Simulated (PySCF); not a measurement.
**Correlation energy of Sn (tin, neutral)**

[Kr] 4d10 5s1 5p3, high-spin 5S determinant (an excited configuration). Computed with PySCF 2.14 in aug-cc-pVTZ-PP with ECP28MDF, with scalar relativity through the core potential. Frozen: 4s2 4p6 4d10; 4 electrons correlated.

```csv
level,correlation energy (mhartree)
CCSD,-21.39
(T),-0.33
CCSD(T),-21.72
```

Diagnostics: T1 = 0.0028, D1 = 0.0056, largest double amplitude 0.036.

Question: Is a single reference adequate?

Answer: Yes, within this model without spin-orbit coupling: T1 lies below 0.03 and no double amplitude reaches 0.07.
